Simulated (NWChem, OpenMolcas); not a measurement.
# A ladder of methods for SiHF3 (SMILES F[SiH](F)F)

SiHF3 has 5 atoms, charge 0, and is taken as a singlet. SMILES: `F[SiH](F)F`. The coordinates come from a PBE0-D4/def2-TZVP relaxation.

Each level gives the dipole moment (D). The values are calculated.

```json
{"level": "BLYP/def2-SVPD", "kind": "GGA", "program": "OpenMolcas", "value (D)": "1.35", "CPU time": "30 s"}
{"level": "PBE/def2-SVPD", "kind": "GGA", "program": "NWChem", "value (D)": "1.33", "CPU time": "13 s"}
{"level": "M06-L/def2-SVPD", "kind": "meta-GGA", "program": "OpenMolcas", "value (D)": "?", "CPU time": "39 s"}
{"level": "TPSS/def2-SVPD", "kind": "meta-GGA", "program": "OpenMolcas", "value (D)": "?", "CPU time": "40 s"}
{"level": "r2SCAN/def2-SVPD", "kind": "meta-GGA", "program": "OpenMolcas", "value (D)": "1.35", "CPU time": "39 s"}
{"level": "M06-2X/def2-SVPD", "kind": "hybrid meta-GGA", "program": "OpenMolcas", "value (D)": "1.46", "CPU time": "39 s"}
{"level": "CAM-B3LYP/def2-SVPD", "kind": "range-separated hybrid", "program": "NWChem", "value (D)": "1.48", "CPU time": "65 s"}
{"level": "wB97X/def2-SVPD", "kind": "range-separated hybrid", "program": "NWChem", "value (D)": "1.47", "CPU time": "73 s"}
```

(1) Estimate the missing values from the other rows.

## Answers

(1) As computed at these levels: M06-L/def2-SVPD: 1.37 D; TPSS/def2-SVPD: 1.31 D. The values span 1.31 to 1.48 D. CPU times are rough (shared hosts, several kinds of processor): they show what a rung costs within a factor of a few.
